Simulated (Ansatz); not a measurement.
Frontier orbitals of `[CH3][SbH2]`.

Z-matrix (Å, degrees):
```
C
Sb 1 2.162
H 1 1.088 2 111.0
H 1 1.090 2 108.7 3 120.8
H 1 1.090 2 108.7 3 -120.8
H 2 1.711 1 94.2 3 -45.5
H 2 1.711 1 94.2 3 46.1
```

Total charge 0; spin multiplicity 1. Correlated methods include outer-core shells of Sb, which these sets cover unevenly. Sb: def2 effective core potential. All single points use the PBE0-D4/def2-TZVP geometry. Basis def2-TZVPP, the Gaussian-basis code of Ansatz.

Task: Compute the vertical ionisation energy as the energy of the cation minus that of the neutral molecule, at each level. (Estimate.)

Result: Computed: 
```csv
level,IE (eV),difference from CCSD(T)/def2-TZVPP
PBE-D4/def2-TZVPP,9.19,-0.09
r2SCAN-D4/def2-TZVPP,9.20,-0.08
PBE0-D4/def2-TZVPP,9.23,-0.05
B3LYP-D4/def2-TZVPP,9.35,0.07
ωB97X-V/def2-TZVPP,9.28,0.00
ωB97M-V/def2-TZVPP,9.24,-0.04
B2PLYP/def2-TZVPP,9.27,-0.01
HF/def2-TZVPP,8.33,-0.94
MP2/def2-TZVPP,9.33,0.06
CCSD/def2-TZVPP,9.24,-0.04
CCSD(T)/def2-TZVPP,9.28,0.00
HF/def2-QZVPP,8.33,-0.95
MP2/def2-QZVPP,9.43,0.15
```

B3LYP here is the variant with VWN-RPA as its local correlation; programs differ in this.
